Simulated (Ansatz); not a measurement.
`[OH][Y]([OH])[OH]`. Charge 0, multiplicity 1. Y: def2 effective core potential. The geometry is a stationary point of PBE0-D4/def2-TZVP. It is one conformer, not always the lowest.

```xyz
7

O    -1.375    0.670    1.331
Y     0.000    0.000    0.000
O     0.792    1.272   -1.367
O     0.583   -1.942    0.035
H    -2.020    0.984    1.957
H     1.163    1.870   -2.008
H     0.858   -2.853    0.051
```

(1) What is the dipole moment at B3LYP/def2-TZVPP? (Estimate.)

(2) Give the Mulliken charges with B3LYP, PBE, ωB97M-V in def2-TZVPP. (An estimate is asked.)

Results:

(1) The calculation gave: 0.00 D, zero by symmetry or nearly so.

(2) Computed: 
```tsv
atom	B3LYP	PBE	ωB97M-V
O1	-0.60	-0.56	-0.57
Y2	1.31	1.15	1.25
O3	-0.60	-0.56	-0.57
O4	-0.60	-0.56	-0.57
H5	0.17	0.17	0.15
H6	0.17	0.17	0.15
H7	0.17	0.17	0.15
```

B3LYP here is the variant with VWN-RPA as its local correlation; programs differ in this.
